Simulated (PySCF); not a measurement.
## Polarisability and C₆ of Zn²⁺ (zinc, charge +2)

[Ar] 3d10, closed-shell 1S. Computed with PySCF 2.14 in ANO-RCC-VTZP (6s5p3d2f1g, 59 functions), with the spin-free X2C one-electron Hamiltonian (Gaussian nucleus). Coupled (time-dependent) response in atomic units; α is the mean over directions. The basis has no added diffuse functions, which lowers α and C₆.

| method | mean α (bohr³) | C₆ (like pair) | S(−4) |
| --- | --- | --- | --- |
| UHF | 2.077 | 5.346 | 2.002 |
| PBE | 2.685 | 6.910 | 4.547 |
| PBE0 | 2.478 | 6.393 | 3.513 |
| B3LYP | 2.550 | 6.568 | 3.857 |
| M06-L | 2.522 | 6.539 | 3.617 |

S(−4) is the Cauchy moment in α(ω) = α(0) + S(−4) ω² + …

α(iu) at PBE:

```
u (hartree)  α(iu) (bohr³)
          0          2.685
     0.0500          2.673
      0.100          2.640
      0.200          2.521
      0.300          2.358
      0.500          2.012
      0.750          1.670
       1.00          1.434
       1.50          1.138
       2.00         0.9434
       3.00         0.6746
       5.00         0.3750
```

A single London oscillator, α(iu) = α/(1 + u²/ω²), gives C₆ = (3/4) ω α². Matching the computed C₆ needs ω = 4 × 6.910 / (3 × 2.685²) = 1.28 hartree.

For an ion, C₆ is the dispersion term alone; charge-induced terms of lower order in 1/R come first.
